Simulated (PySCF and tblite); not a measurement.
Values are calculated unless marked as measured or tabulated.
System: C₄H₅BF₂S, numbered as in [CH3:1][C:2](=[S:3])/[CH:4]=[CH:5]/[B:6]([F:7])[F:8].

Motion: rotation about the B6–C5 bond (torsion F7–B6–C5–C4 from -180° to 0°, rising). GFN2-xTB gives an electronic barrier of 3.6 kcal/mol.

Q: What does PBE0/pcSseg-1 + D3(BJ) give on GFN2-xTB geometries?

A: A barrier of 4.8 kcal/mol, 1.2 above the tight-binding barrier (from unrounded values) and, with GFN2-xTB thermal terms, ΔG‡(298 K) = 5.0 kcal/mol and k = 2.5×10⁹ s⁻¹ (2 equivalent paths).

Programs: tblite and PySCF.
